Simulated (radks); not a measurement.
The numbers below are computed, except where a source is named.
Initial-state core-level shifts of neutral ruthenium when its valence configuration changes from [Kr] 4d7 5s1. Code: a radial shooting solver on a logarithmic mesh with Libxc functionals. Model: Dirac Kohn-Sham, PBE, spin-unpolarised, spherical densities, finite nucleus; open shells fill j = l - 1/2 first; Fermi nuclear charge, rms radius 4.4809 fm. Shifts are changes of the shell-averaged eigenvalues in eV (positive: less bound); the change of the density at the nucleus, which sets a Mossbauer isomer shift, is in e/bohr^3, on a base of 1.101e+05.

valence              1s       2p      4s      4p  density at nucleus
4d6 5s1 5p1      -4.842   -5.017  -4.776  -4.629               +4.99
4d8              +2.712   +2.870  +2.749  +2.641              -13.96
4d6.5 5s1.5      -1.614   -1.714  -1.595  -1.525               +8.76
4d5 5s1 5p2      -9.992  -10.425  -9.684  -9.332              +11.11
4d6 5s2          -3.379   -3.594  -3.308  -3.158              +18.84
4d6.5 5s1 5p0.5  -2.391   -2.468  -2.378  -2.313               +2.36
4d6 5p2          -6.133   -6.271  -6.071  -5.926              -10.73
4d6.5 5p1.5      -3.766   -3.799  -3.764  -3.706              -11.98
4d6 5s1.5 5p0.5  -4.140   -4.334  -4.071  -3.923              +12.19
